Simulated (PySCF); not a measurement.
These are r2SCAN-D4/def2-TZVP in PySCF values and carry that method's errors. Gas-phase values, no solvent. One relaxed conformer stands for a flexible species; it need not be the lowest. Excitations are Tamm–Dancoff values on a coarser integration grid. The basis has no diffuse functions, so Rydberg states are missing or too high.

Reference species (SMILES): `[F][Ge]([F])([F])[F]` (neutral, multiplicity 1).

The S1 excitation (TDA) is 8.56 eV and the S1 oscillator strength is 0.000.

Changed species: `[OH][Ge]([OH])([OH])[OH]` (4 of 4 F replaced by OH; the reference has 0 of 4 F replaced by OH).

Q: Give the shifts of the S1 excitation (TDA) and S1 oscillator strength.

A: the S1 excitation (TDA) falls by 1.42 eV, to 7.14 eV; the S1 oscillator strength rises by 0.017, to 0.017.
